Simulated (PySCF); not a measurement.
Working out the ionisation energy of Cu²⁺

Cu²⁺ [Ar] 3d9 (2D) → Cu³⁺ [Ar] 3d8 (3F). Calculation: PySCF 2.14, in x2c-TZVPPall (6s5p4d2f1g, 64 functions); the spin-free X2C one-electron Hamiltonian (Gaussian nucleus). Frozen: [Ar]. Energies in hartree (1 hartree = 27.21139 eV):

```tsv
part	Cu²⁺ (lower)	Cu³⁺ (upper)
UHF	-1652.258879	-1651.009261
CCSD correlation	-0.301403	-0.220709
(T)	-0.006358	-0.003112
```

**Question.** What does Hartree-Fock give?

**Answer.** (-1651.009261) − (-1652.258879) = 1.249618 hartree = 34.004 eV.

**Question.** What do CCSD and CCSD(T) give?

**Answer.** The CCSD correlation energies differ by 0.080694 hartree = 2.196 eV and the triples by 0.003246 hartree = 0.088 eV, so CCSD gives 36.200 eV and CCSD(T) 36.288 eV.

A first-order spin-orbit estimate adds -0.066 eV to CCSD(T) (valence), giving 36.222 eV against 36.841 ± 0.012 eV (measured; NIST Atomic Spectra Database, ionization energies).

What remains against the reference includes basis incompleteness, the frozen core and higher excitations.
